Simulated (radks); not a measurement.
Coulomb parameter of the 5d shell of the tantalum ion Ta2+ in the model configuration [Xe] 4f14 5d1.5 6p1.5, as a second difference U = [E(n + 0.25) + E(n - 0.25) - 2 E(n)] / (0.25)^2 with all orbitals relaxed. "Bare": the charge of the atom changes with n. "Screened": the 6p shell takes up the change at fixed total charge, which measures U(5d,5d) + U(6p,6p) - 2 U(5d,6p). All-electron calculation, scalar-relativistic Kohn-Sham, PBE, spin-unpolarised, spherical densities, finite nucleus; Fermi nuclear charge, rms radius 5.3507 fm. Program: a radial shooting solver on a logarithmic mesh with Libxc functionals.

case,configuration,E - E(n) (eV)
start,[Xe] 4f14 5d1.5 6p1.5,0.000
bare +0.25,[Xe] 4f14 5d1.75 6p1.5,-5.419
bare -0.25,[Xe] 4f14 5d1.25 6p1.5,6.085
screened +0.25,[Xe] 4f14 5d1.75 6p1.25,-1.978
screened -0.25,[Xe] 4f14 5d1.25 6p1.75,2.081

U(bare) = 10.646 eV, U(screened by 6p) = 1.652 eV, against the Slater integral F0(5d,5d) = 13.246 eV with frozen orbitals.
